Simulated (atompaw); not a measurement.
## What one change does to a pseudopotential (manganese (Mn), PAW (atompaw))

Mn (Z = 25), PAW, made with atompaw 4.2.0.5 (LDA (PW92), scalar-relativistic). Core [Ar], reference 3d5 4s1 4p0 (charge +1). Waves: 4s (bound): rc 2.65 bohr; 4s channel at 0.3 Ry: rc 2.65 bohr; 4p (bound, empty): rc 3.00 bohr; 4p channel at 0.95 Ry: rc 3.00 bohr; 3d (bound): rc 1.10 bohr; 3d channel at 3.55 Ry: rc 1.10 bohr. Local part: troulliermartins scheme with l = 3 at 0.5 Ry, radius 2.15 bohr. Core correction: smooth core density matched at 2.95 bohr. Augmentation charge: besselshape compensation charge, radius 2.20 bohr; PAW radius 3.00 bohr; waves and projectors: custom rrkj vanderbiltortho.

Change: all radii scaled by about 1.21 (s 3.20, p 3.62, d 1.32 bohr); local potential troulliermartins scheme with l = 3 at 0.5 Ry, radius 2.60 bohr; augmentation besselshape compensation charge, radius 2.66 bohr; PAW radius 3.62 bohr; waves and projectors: custom rrkj vanderbiltortho; core correction smooth core density matched at 3.56 bohr.

Cutoffs: the cutoffs (Ry, on a coarse ladder) from which the occupation-weighted sum of valence levels, in a spherical-Bessel basis at the reference potential, stays within 10 and 1 mRy of its value at 400 Ry; they do not see the model core or the augmentation charge, which bear on the density cutoff.

Q: What does the change do?

A: The potential gets softer (90 Ry and 140 Ry → 60 Ry and 100 Ry); neither file shows a bound ghost. A larger radius leaves more room for a smooth pseudo-wave, so fewer plane waves are needed.

| quantity | base | changed |
| --- | --- | --- |
| cutoff, loose | 90 Ry | 60 Ry |
| cutoff, tight | 140 Ry | 100 Ry |
| loose cutoff by channel (10 mRy a level) | s 6 Ry, d 70 Ry | s 6 Ry, d 50 Ry |
| bound ghosts | none | none |
| lowest overlap eigenvalue by channel | s 0.34, p 0.51, d 1.00 | s 0.37, p 0.09, d 0.28 |

 The cutoffs see the waves, projectors and local potential, not the compensation charge or the core.
